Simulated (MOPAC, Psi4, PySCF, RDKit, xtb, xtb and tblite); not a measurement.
Two geometries of SMILES F/C=C\c1cccs1 (C6H5FS), relaxed at GFN2-xTB with one dihedral held; other torsions can differ between them too.

Structure A

```
13

F     -2.1313     1.5449     0.0642
C     -2.4147     0.3611    -0.4997
C     -1.4847    -0.5460    -0.7640
C     -0.0868    -0.4160    -0.3906
C      0.7737     0.6093    -0.6503
C      2.0373     0.4382    -0.0450
C      2.1134    -0.6981     0.6919
S      0.6478    -1.5948     0.6580
H     -3.4631     0.2709    -0.7415
H     -1.8057    -1.4924    -1.1744
H      0.5144     1.4484    -1.2704
H      2.8487     1.1356    -0.1518
H      2.9404    -1.0710     1.2628
```

Structure B

```
13

F     -2.3317     1.5011     0.1740
C     -2.4747     0.3423    -0.4897
C     -1.4732    -0.5058    -0.7112
C     -0.1038    -0.3547    -0.3021
C      0.5108     0.6544     0.3928
C      1.8842     0.4256     0.5966
C      2.3093    -0.7490     0.0598
S      1.0385    -1.6060    -0.7089
H     -3.4924     0.1909    -0.8149
H     -1.7103    -1.4066    -1.2572
H     -0.0042     1.5288     0.7448
H      2.5304     1.1067     1.1210
H      3.2962    -1.1673     0.0682
```

Task: Which is lower in energy at the level DF-MP2 (frozen core)/cc-pVTZ // GFN2-xTB (Psi4 1.11), and by how much?

Result: B is lower, by 2.87 kcal/mol (dihedral C2–C3–C4–S8: 120° in A, 180° in B).

E(B) − E(A) in kcal/mol at the other levels, on the same two geometries: GFN2-xTB (xtb and tblite) -3.67; MMFF94 // GFN2-xTB (RDKit) -3.63; PBE0/def2-SVP // GFN2-xTB (Psi4) -3.84; PBE0-D3(BJ)/def2-SVP // GFN2-xTB (Psi4) -3.81; PBE/def2-SVP // GFN2-xTB (Psi4) -4.43; PBE-D3(BJ)/def2-SVP // GFN2-xTB (Psi4) -4.42; HF/cc-pVTZ // GFN2-xTB (Psi4) -2.03; UFF // GFN2-xTB (RDKit) -3.25; PM6, restricted, heats of formation // GFN2-xTB (MOPAC) -0.30; PM7, restricted, heats of formation // GFN2-xTB (MOPAC) 0.36; GFN1-xTB // GFN2-xTB (xtb) -3.56; restricted B3LYP/6-31G*, spherical d, density fitting // GFN2-xTB (PySCF) -3.84; restricted B3LYP/6-311+G**, spherical d, density fitting // GFN2-xTB (PySCF) -3.38; restricted B3LYP/3-21G // GFN2-xTB (PySCF) -5.38; restricted LDA (SVWN5)/6-31G*, spherical d, density fitting // GFN2-xTB (PySCF) -4.82.
